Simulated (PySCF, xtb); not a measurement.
Sb(Cl)2(OMe) (CH₃Cl₂OSb), SMILES [Cl][Sb]([O]C)[Cl].

GFN2-xTB (xtb 6.7.1) at its own geometry gives an orbital gap of 4.56 eV and a dipole moment of 1.66 D.

Coordinates come from a B3LYP-D3(BJ)/def2-SVP optimisation. The def2 effective core potentials stand for the cores of Sb; spin–orbit coupling is left out. Other conformers were not sampled.

What does B3LYP/def2-TZVP run with PySCF give? (Estimate from the structure and the level; the computed values follow.)

gap 6.17 eV (levels -8.24 and -2.07 eV), dipole 1.88 D.
